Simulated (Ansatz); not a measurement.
`N=C[SiH2][SiH2]N` + CH₃NH₂ → `CN[SiH2][SiH2]N` + `C=N`  (ligand exchange at the Si–C bond)

Gas-phase electronic energies from Ansatz, PBE0-D4/def2-TZVP geometries. CBS: MP2 limit from def2 TZ/QZ plus the TZ coupled-cluster correction, frozen cores. This one scheme is used for every species. DFT in def2-TZVPP. B3LYP here is the variant with VWN-RPA as its local correlation; programs differ in this. Each species was taken in one conformer, which may not be the lowest.

`N=C[SiH2][SiH2]N`:

```xyz
13

N     1.705   -0.225    0.955
C     1.471    0.970    0.591
Si   -0.139    1.378   -0.333
Si   -1.188   -0.634   -0.920
N    -1.053   -1.656    0.452
H     2.597   -0.304    1.449
H     2.181    1.783    0.808
H     0.224    2.217   -1.511
H    -0.955    2.234    0.575
H    -2.628   -0.406   -1.229
H    -0.563   -1.121   -2.190
H    -0.136   -1.686    0.879
H    -1.516   -2.551    0.475
```

CH₃NH₂:

Cartesian coordinates in Å:
```
C 0.158 0.531 0.128
N -0.540 -0.723 -0.102
H 1.231 0.524 -0.114
H 0.055 0.815 1.178
H -0.312 1.320 -0.463
H -0.127 -1.467 0.445
H -0.466 -0.999 -1.073
```

`CN[SiH2][SiH2]N`:

```xyz
15

C    -0.866   -1.844    0.273
N    -1.490   -0.785   -0.495
Si   -1.085    0.877   -0.318
Si    1.225    1.202   -0.554
N     2.029    0.488    0.805
H     0.179   -1.589    0.466
H    -0.873   -2.785   -0.285
H    -1.347   -2.022    1.244
H    -2.429   -1.002   -0.789
H    -1.832    1.624   -1.367
H    -1.480    1.485    1.000
H     1.474    2.670   -0.736
H     1.756    0.530   -1.772
H     3.035    0.424    0.797
H     1.705    0.726    1.731
```

`C=N`:

Cartesian coordinates in Å:
```
C -0.012 -0.350 -0.172
N 0.464 0.807 -0.020
H -0.846 -0.766 0.405
H 0.425 -1.003 -0.930
H -0.031 1.312 0.716
```

(1) Is it downhill or uphill in electronic energy at CCSD(T)/CBS, and by how much? (Estimate.)

(2) What do these levels give: PBE-D4, PBE0-D4, ωB97X-V, PBE, PBE0, B3LYP, SCS-MP2/def2-TZVPP, CCSD/def2-TZVPP, CCSD(T)/def2-TZVPP, SCS-MP2/def2-QZVPP, HF/CBS(def2), MP2/CBS(def2)? (Best estimate.)

Largest T1 diagnostic among the species: 0.013.

Answers

(1) The calculation gave: Downhill: ΔE = -0.42 eV.

(2) The calculation gave: PBE-D4 -0.35, PBE0-D4 -0.39, ωB97X-V -0.43, PBE -0.34, PBE0 -0.38, B3LYP -0.42, SCS-MP2/def2-TZVPP -0.46, CCSD/def2-TZVPP -0.44, CCSD(T)/def2-TZVPP -0.42, SCS-MP2/def2-QZVPP -0.46, HF/CBS(def2) -0.53, MP2/CBS(def2) -0.44 eV.

In def2-TZVPP, CCSD(T) changes the Hartree–Fock value by +0.09 eV (the triples alone add +0.02 eV) and MP2 by +0.07 eV. From PBE to PBE0 (25 % exact exchange), in def2-TZVPP and without D4, ΔE moves by −0.04 eV.
